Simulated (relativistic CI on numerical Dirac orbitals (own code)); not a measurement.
## Ta4+: resonant inelastic scattering at the N6,7 edge

Computed with this model: Dirac-Coulomb-Breit CI, KLI orbitals optimised for each configuration, model QED, valence Slater integrals scaled by 0.9, Kramers-Heisenberg scattering through one core-hole configuration in a parametric crystal field; configurations [Xe] 4f14 5d → [Xe] 4f13 5d2; 10 K; core-hole width 0.45 eV; summed over polarisations. Incident energies are the highest absorption maxima for each field (at most a few, so the weaker spin-orbit partner edge can be absent), on the computed scale of the free ion. Intensities are in per cent of the strongest line above 0.02 eV; levels within 1 cm⁻¹ are merged; final levels count from the ground level, the first row holds all elastic scattering, lines under 0.4 are left out and each table stops after 24 rows. The scale of the Slater integrals is a model choice and moves the terms in proportion.

Field parameters in Wybourne normalisation: Td as Oh with Dq negative (B⁴₀ = 21Dq, B⁴₄ = √(5/14) B⁴₀). The field is a parameter set, without covalency.

S is read from ⟨S²⟩ = S(S + 1).

Td, 10Dq = -3800 cm⁻¹:

```json
{"Final level (eV)": "0.000", "Degeneracy": "4", "Irrep": "Γ8", "S": "0.50", "28.4 eV": "1747.7"}
{"Final level (eV)": "0.787", "Degeneracy": "4", "Irrep": "Γ8", "S": "0.50", "28.4 eV": "100.0"}
{"Final level (eV)": "0.995", "Degeneracy": "2", "Irrep": "Γ7", "S": "0.50", "28.4 eV": "21.1"}
```

Td, 10Dq = -8550 cm⁻¹:

```json
{"Final level (eV)": "0.000", "Degeneracy": "4", "Irrep": "Γ8", "S": "0.50", "28.6 eV": "2195.5"}
{"Final level (eV)": "1.161", "Degeneracy": "4", "Irrep": "Γ8", "S": "0.50", "28.6 eV": "100.0"}
{"Final level (eV)": "1.477", "Degeneracy": "2", "Irrep": "Γ7", "S": "0.50", "28.6 eV": "11.1"}
```

Td, 10Dq = -13250 cm⁻¹:

```
Final level (eV)  Degeneracy  Irrep     S  27 eV  28.8 eV
           0.000           4     Γ8  0.50  479.8   3977.8
           1.659           4     Γ8  0.50    8.5    100.0
           2.017           2     Γ7  0.50    0.8     19.6
```

For the first field the strongest loss at the lowest incident energy is the level at 0.79 eV (S = 0.50, against 0.50 in the thermal ground state).
